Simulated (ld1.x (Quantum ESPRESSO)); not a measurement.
magnesium (Mg): excitation energies, all-electron against ultrasoft

```
Element                 : Mg
Generator               : ld1.x (Quantum ESPRESSO) 7.5
Type                    : ultrasoft
Functional              : LDA (PZ)
Relativity              : non-relativistic
Frozen core             : [He]
Valence charge          : 10
Reference configuration : 2s2 2p6 3s2 3p0
Partial waves           : 2s (bound): rcut 1.20, rcutus 1.30 bohr; 3s (bound): rcut 1.20, rcutus 1.30 bohr; 2p (bound): rcut 1.05, rcutus 1.20 bohr; 3p (bound, empty): rcut 1.05, rcutus 1.20 bohr
Local potential         : all-electron potential smoothed inside 0.90 bohr (lloc = -1)
Core correction         : none
Augmentation charge     : PSQ, inside the norm-conserving radii
```

Energies are relative to the spin-unpolarised reference configuration 2s2 2p6 3s2 3p0; without spin polarisation the order of configurations can differ from experiment. Spin-polarised rows fill each open shell by Hund’s rule, majority spin first.

Its overlap operator is not positive definite in a basis up to 400 Ry (lowest eigenvalue s -0.18), so the file is unfit for use: the generalised eigenproblem breaks down once the basis is large enough, and its test numbers describe a broken file.

| valence configuration | charge | ΔE all-electron (eV) | error AE − PS (meV) |
| --- | --- | --- | --- |
| 2s2 2p6 3s1 3p0 | +1 | 8.061 | -0.3 |
| 2s2 2p6 3s0 3p0 | +2 | 23.085 | -1.7 |
| 2s2 2p6 3s1.5 3p0 | +0.5 | 3.187 | 0.0 |
| 2s2 2p6 3s1 3p1 | 0 | 3.507 | -0.9 |
| 2s2 2p5 3s2 3p0 | +1 | 58.690 | +664 |
| 2s2 2p6 3s0 3p1 | +1 | 12.429 | -4.0 |
| 2s1 2p6 3s2 3p0 | +1 | 90.602 | +88 |
| 2s2 2p6 3s1 3p0 (spin-polarised) | +1 | 7.741 | +1.0 |
| 2s2 2p6 3s1.5 3p0 (spin-polarised) | +0.5 | 3.130 | +0.2 |

Levels in the configuration 2s2 2p6 3s1.5 3p0 (spin-polarised):

| level | all-electron (eV) | pseudo (eV) |
| --- | --- | --- |
| 2s up | -83.279 | -83.284 |
| 2p up | -51.040 | -51.047 |
| 3s up | -8.224 | -8.225 |
| 2s down | -83.223 | -83.218 |
| 2p down | -50.976 | -50.968 |
| 3s down | -7.764 | -7.763 |

The ghost test of this file was not conclusive.
